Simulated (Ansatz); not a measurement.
Computed with Ansatz.

A structure relaxed at PBE0-D4/def2-TZVP, charge 0, multiplicity 1:

Cartesian coordinates in Å:
```
N -1.3307 0.1783 -1.4101
C -0.6326 -0.9924 -0.8957
Si 1.0317 -0.5015 -0.1503
Ge 0.7304 1.0833 1.6022
H -2.2056 -0.0794 -1.8491
H -1.5505 0.8305 -0.6681
H -1.1966 -1.5881 -0.1602
H -0.4124 -1.6655 -1.7315
H 1.9164 0.0846 -1.1920
H 1.6952 -1.7099 0.4163
H -0.0258 0.4515 2.7862
H 2.0749 1.6134 2.1270
H -0.0943 2.2950 1.1254
```

Problem. Give its formula and SMILES.

Solution. CH9GeNSi, `NC[SiH2][GeH3]`.

Problem. Point group (tolerance 0.08 Å, 0.16 Å for H)?

Solution. C1.

Problem. Summarise the bond lengths by kind.

Solution. 1 × C–N 1.457 Å; 2 × H–N 1.012 Å; 1 × C–Si 1.889 Å; 2 × C–H 1.095 to 1.102 Å; 1 × Ge–Si 2.382 Å; 2 × H–Si 1.487 to 1.490 Å; 3 × Ge–H 1.538 to 1.541 Å.
